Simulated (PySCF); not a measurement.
**Do core-level shifts follow atomic charges?**

Species: SiH2Me(NHiPr), C4H13NSi.
Geometry (PBE0-D3(BJ)/def2-SVP, Å), atoms numbered from 1 in this order:
```xyz
19
C4H13NSi angstrom
Si     0.3494    1.4628   -0.0757
H      0.9500    1.5098    1.3040
H      1.5008    1.5671   -1.0268
C     -0.7946    2.9334   -0.2897
H     -1.6117    2.9184    0.4486
H     -1.2375    2.9428   -1.2976
H     -0.2377    3.8731   -0.1526
N     -0.5926    0.0389   -0.3999
C     -0.1916   -1.3485   -0.2310
C     -0.4478   -1.8596    1.1857
C      1.2644   -1.5357   -0.6310
H     -1.5941    0.1678   -0.2954
H     -0.8003   -1.9604   -0.9239
H      0.1616   -1.3005    1.9141
H     -0.2024   -2.9296    1.2799
H     -1.5057   -1.7310    1.4641
H      1.9372   -0.9767    0.0421
H      1.5504   -2.5961   -0.5725
H      1.4397   -1.1824   -1.6576
```

Binding energies: delta-SCF UKS SCAN, pcX-2 on the ionised atom, pcseg-1 elsewhere, spin-free X2C in PySCF 2.14.0. Charges: PBE0/pcSseg-1 ground-state density, for the ionised atom.

```json
{"atom": "C4", "environment": "carbon bonded to Si and 3 H", "C 1s (eV)": "290.10", "Mulliken (e)": "-0.654", "IAO (e)": "-0.715", "Hirshfeld (e)": "-0.211", "ESP (e)": "-0.746"}
{"atom": "C10", "environment": "carbon bonded to C and 3 H", "C 1s (eV)": "290.34", "Mulliken (e)": "-0.233", "IAO (e)": "-0.421", "Hirshfeld (e)": "-0.125", "ESP (e)": "-0.580"}
{"atom": "C9", "environment": "carbon bonded to 2 C, N and H", "C 1s (eV)": "291.38", "Mulliken (e)": "-0.102", "IAO (e)": "+0.021", "Hirshfeld (e)": "+0.026", "ESP (e)": "+0.660"}
```

**Question.** Give the correlation coefficient and slope of binding energy on charge for each scheme.

**Answer.** ESP: r = 1.00, slope 0.9 eV per e; Hirshfeld: r = 0.98, slope 5.6 eV per e; IAO: r = 0.97, slope 1.8 eV per e; Mulliken: r = 0.80, slope 1.9 eV per e. On 3 points no scheme stands out.

**Question.** The point-charge model writes a binding energy as kq + V + constant, with V the potential of the other atoms' charges at the site. What does it give with the Hirshfeld charges?

**Answer.** V = Σ 14.40 eV Å × q/r over all other atoms: +2.91 eV at C4, +1.44 eV at C10, -1.27 eV at C9. Fitting binding energy − V to q gives k = 23.2 eV per e and leaves an rms residual of 0.13 eV, against 0.11 eV for the fit on q alone. The model has no term for differences in relaxation between sites.

Geometry: PBE0-D3(BJ)/def2-SVP, one conformer, isolated molecule.
